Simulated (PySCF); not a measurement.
# Lithium: a sound run and one with changed settings

Sound run: Li+ 1s2, Li(2+) 1s1. Computed with PySCF 2.14 in def2-TZVP, with no relativity, point nucleus. The sound run starts from symmetry-adapted Hartree-Fock orbitals and uses a fine grid where one is needed.

A second run was set up differently.

```tsv
species	method	sound run (hartree)	changed run (hartree)	converged
Li+	UHF	-7.23637	-7.23637	yes
Li+	PBE0	-7.26240	-7.24219	yes
Li+	LDA	-7.14274	-7.11818	yes
Li(2+)	UHF	-4.49857	-4.49857	yes
Li(2+)	PBE0	-4.49063	-4.48014	yes
Li(2+)	LDA	-4.40119	-4.39512	yes
```

Ionisation energy of Li+:

```
method  sound run (eV)  changed run (eV)
   UHF          74.499            74.499
  PBE0          75.424            75.159
   LDA          74.602            74.098
```

What was changed?
A. level shift left on
B. all electrons correlated in a valence basis
C. minimal basis
D. radial grid too coarse

D. It used radial step 1.2 in ln r (0.13 in the sound run). A coarse radial grid mis-integrates the density and the exchange-correlation energy, with errors of either sign; Hartree-Fock needs no grid.
